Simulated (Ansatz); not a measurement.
C4H12Al2F2 (`C[CH2][Al@H-]1[F+][Al@@H-]([CH2]C)[F+]1`), 20 atoms. Charge 0, multiplicity 1. Hardware: A = 2 threads of an AMD EPYC 7R13 on a shared host and a share of an NVIDIA H100 80 GB; B = 2 threads of an AMD EPYC 7R13 on a shared host. Correlated methods freeze the cores. Open-shell runs search over several starts.

**Question.** How many basis functions does each run have, and how long does it take in Ansatz? UKS B3LYP-D4/def2-TZVPP energy of the cation [A]; UKS PBE0-D4/def2-TZVPP energy of the cation [A]; RKS ωB97M-V/def2-SVP energy [B]; UHF-MP2/def2-QZVPP energy of the cation [A]; direct RPA on PBE orbitals/def2-TZVPP energy [A]; UKS ωB97X-V/def2-TZVPP energy of the cation [A]; UHF-MP2/def2-TZVPP energy of the cation [A]; RKS r2SCAN0-D4/def2-TZVPP energy [A]; UKS ωB97M-V/def2-TZVPP energy of the cation [A]; RKS r2SCANh-D4/def2-TZVPP energy [A]; RKS ωB97M-V/def2-QZVPP energy [A]; RKS PBE0-D4/def2-QZVPP energy [A]. (Estimate.)

**Answer.** The calculation gave: Other jobs shared the machine, so times are rough.

| level | job | functions | wall time | peak host memory (GiB) |
| --- | --- | --- | --- | --- |
| RKS r2SCAN0-D4/def2-TZVPP | energy [A] | 438 | 2.5 s | 1 |
| RKS r2SCANh-D4/def2-TZVPP | energy [A] | 438 | 2.5 s | 1 |
| direct RPA on PBE orbitals/def2-TZVPP | energy [A] | 438 | 5 s | 2.1 |
| RKS PBE0-D4/def2-QZVPP | energy [A] | 842 | 6 s | 1.4 |
| UKS B3LYP-D4/def2-TZVPP | energy of the cation [A] | 438 | 7.5 s | 1 |
| UHF-MP2/def2-TZVPP | energy of the cation [A] | 438 | 8 s | 1 |
| UKS PBE0-D4/def2-TZVPP | energy of the cation [A] | 438 | 8 s | 1 |
| RKS ωB97M-V/def2-QZVPP | energy [A] | 842 | 10 s | 1.5 |
| RKS ωB97M-V/def2-SVP | energy [B] | 180 | 17 s | 1 |
| UKS ωB97M-V/def2-TZVPP | energy of the cation [A] | 438 | 19 s | 1.4 |
| UHF-MP2/def2-QZVPP | energy of the cation [A] | 842 | 25 s | 7.9 |
| UKS ωB97X-V/def2-TZVPP | energy of the cation [A] | 438 | 35 s | 1.3 |

B3LYP here is the variant with VWN-RPA as its local correlation; programs differ in this.
